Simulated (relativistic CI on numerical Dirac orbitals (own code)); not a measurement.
Method of calculation: Dirac-Coulomb-Breit CI, separate exchange-only KLI orbitals for each configuration, QED by a radiative potential, unscaled Slater integrals (own radial code, finite nucleus).

The strongest absorption lines from the ground level of an ion, among the configurations computed and to levels below about 3070 eV (vacuum wavelength in nm, gf): 0.40520 (0.25), 0.52340 (0.47), 0.52460 (0.28), 0.52645 (0.2), 0.53006 (0.12), 0.53536 (1.4), 6.2450 (0.13), 6.5338 (0.14).

Problem. Which ion is it?
A. Rb30+
B. Rb32+
C. Zr35+
D. Se29+

Solution. B. Rb32+ has 5 electrons and the ground level 2s2 2p 2P°_1/2; the strongest line goes to 2s2 3d 2D_3/2. The pattern of lines fixes the number of electrons, and along that sequence the line energies rise steadily with the charge (about as its square where n changes within one kind of shell, about linearly where n is kept but much faster in heavy ions where fine structure, which grows about as Z⁴, sets the gap, and irregularly where shells cross), which fixes Z. Configurations outside the model, such as inner-shell arrays, can give stronger lines. At this charge energies of transitions that change n are usually good to better than 1 %, and those within a shell (Δn = 0) to a few per cent.

LS names give the leading component of a level, which can be under half, so a name can repeat, a term be missing and a line seem to break the LS rules.
